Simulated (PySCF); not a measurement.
CdClHO, SMILES [Cd]([Cl])[OH]. Atoms are numbered in the order given.

```xyz
4

Cd     0.0059    -0.2791     0.0000
Cl    -0.0034     2.0046     0.0000
O     -0.1214    -2.2508     0.0000
H      0.7441    -2.6742     0.0000
```

Geometry optimised at B3LYP-D3(BJ)/def2-TZVP. The def2 effective core potentials stand for the cores of Cd; spin–orbit coupling is left out. One conformer was computed; it need not be the lowest.

These are TDA-CAM-B3LYP/def2-SVPD in PySCF values and carry that method's errors.

Vertical excitations. The molecule is in vacuum. State labels are in the subgroup Cs.

```json
[
 {"state": "S1", "symmetry": "A\"", "energy (eV)": "5.03", "λ (nm)": "247", "f": "0.009", "main pairs": "HOMO→LUMO 93 %"},
 {"state": "S2", "symmetry": "A'", "energy (eV)": "5.69", "λ (nm)": "218", "f": "0.019", "main pairs": "HOMO−1→LUMO 95 %"},
 {"state": "S3", "symmetry": "A\"", "energy (eV)": "5.83", "λ (nm)": "213", "f": "0.041", "main pairs": "HOMO−2→LUMO 91 %"},
 {"state": "S4", "symmetry": "A'", "energy (eV)": "6.33", "λ (nm)": "196", "f": "0.126", "main pairs": "HOMO−3→LUMO 72 %, HOMO→LUMO+2 19 %"},
 {"state": "S5", "symmetry": "A\"", "energy (eV)": "6.81", "λ (nm)": "182", "f": "0.000", "main pairs": "HOMO→LUMO+1 95 %"},
 {"state": "S6", "symmetry": "A'", "energy (eV)": "7.20", "λ (nm)": "172", "f": "0.029", "main pairs": "HOMO−4→LUMO 50 %, HOMO−1→LUMO+1 42 %"},
 {"state": "S7", "symmetry": "A'", "energy (eV)": "7.29", "λ (nm)": "170", "f": "0.009", "main pairs": "HOMO→LUMO+2 44 %, HOMO−1→LUMO+1 24 %, HOMO−4→LUMO 9 %, HOMO−2→LUMO+2 9 %"},
 {"state": "S8", "symmetry": "A\"", "energy (eV)": "7.43", "λ (nm)": "167", "f": "0.001", "main pairs": "HOMO−1→LUMO+2 61 %, HOMO−2→LUMO+1 36 %"},
 {"state": "S9", "symmetry": "A\"", "energy (eV)": "7.46", "λ (nm)": "166", "f": "0.002", "main pairs": "HOMO−2→LUMO+1 59 %, HOMO−1→LUMO+2 37 %"},
 {"state": "S10", "symmetry": "A'", "energy (eV)": "7.66", "λ (nm)": "162", "f": "0.019", "main pairs": "HOMO−3→LUMO+1 62 %, HOMO−2→LUMO+2 32 %"},
 {"state": "T1", "symmetry": "A\"", "energy (eV)": "4.56", "λ (nm)": "272", "f": "0", "main pairs": "HOMO→LUMO 87 %"},
 {"state": "T2", "symmetry": "A'", "energy (eV)": "5.09", "λ (nm)": "244", "f": "0", "main pairs": "HOMO−3→LUMO 59 %, HOMO−1→LUMO 35 %"},
 {"state": "T3", "symmetry": "A'", "energy (eV)": "5.37", "λ (nm)": "231", "f": "0", "main pairs": "HOMO−1→LUMO 59 %, HOMO−3→LUMO 34 %"},
 {"state": "T4", "symmetry": "A\"", "energy (eV)": "5.41", "λ (nm)": "229", "f": "0", "main pairs": "HOMO−2→LUMO 85 %"}
]
```
Triplets are in the Tamm–Dancoff approximation.
